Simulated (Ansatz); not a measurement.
`[CH3][SnH]([OH])[F]` + ethylene → `C=[CH][SnH]([CH3])[F]` + H₂O  (formal exchange of groups at the Sn–O bond)

Calculated with Ansatz (gas phase, PBE0-D4/def2-TZVP geometries, no zero-point term in ΔE). CCSD(T)/CBS is the MP2 limit (def2-TZVPP, def2-QZVPP) plus CCSD(T) − MP2 in def2-TZVPP, frozen cores. This one scheme is used for every species. DFT in def2-TZVPP. Elements past krypton have def2 core potentials. For Sn outer-core shells are correlated without core-valence functions, which leaves a few kJ/mol of doubt a bond. Each species was taken in one conformer, which may not be the lowest.

| level | ΔE (kJ/mol) |
| --- | --- |
| PBE-D4 | 43.2 |
| BLYP-D4 | 50.1 |
| BLYP | 58.3 |
| RPA@PBE/def2-TZVPP | 39.4 |
| CCSD/def2-SVP | 46.5 |
| MP2/def2-TZVPP | 37.5 |
| CCSD(T)/def2-TZVPP | 39.7 |
| MP2/def2-QZVPP | 38.4 |

What does CCSD(T)/CBS give? (An estimate is asked.)

Computed: +40.6 kJ/mol. The listed levels differ from it by 2.6, 9.5, 17.7, -1.2, 5.9, -3.1, -0.9, -2.2 kJ/mol.

Largest T1 diagnostic among the species: 0.013.

The D4 term adds −7.0 kJ/mol with B3LYP and −4.0 kJ/mol with PBE0; it sums over pairs of atoms, weighted by their polarisabilities, and B3LYP, whose exchange is more repulsive, gets the larger term. From r2SCAN to r2SCAN0 (25 % exact exchange), in def2-TZVPP and without D4, ΔE moves by −4.2 kJ/mol. Leaving LDA and LC-ωPBE aside and taking each functional with its dispersion term where it has one, the values, not all of them listed here, spread over 14.5 kJ/mol, from HSE06-D4 to B97M-V. LDA lies −6.8 kJ/mol from PBE without D4.

B3LYP here is the variant with VWN-RPA as its local correlation; programs differ in this.
